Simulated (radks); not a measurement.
Problem. Coherent X-ray form factor from a spherical all-electron density. Method: non-relativistic Kohn-Sham, LDA (Slater exchange, Perdew-Wang correlation), spin-unpolarised, spherical densities, point nucleus; computed with a radial shooting solver on a logarithmic mesh with Libxc functionals.

sin(theta)/lambda (1/angstrom)  f0 (electrons)
0.05                                    44.845
0.1                                     44.387
0.15                                    43.640
0.2                                     42.631
0.25                                    41.393
0.3                                     39.965
0.4                                     36.716
0.5                                     33.232
0.6                                     29.820
0.8                                     24.007
1                                       19.947
1.25                                    16.748
1.5                                     14.517
2                                       10.719

The species is in the configuration that NIST lists as its ground one. Which atom or ion scatters so?

Solution. The samarium ion Sm17+, [Kr] 4d9. Extrapolating in s^2 from the first two rows gives f0(0) = 45.0, near the electron count 45; among species with that count, the fall with angle is slower the higher Z, and the table is that of Z = 62; from so few rows the species is fixed only to a neighbour or two.
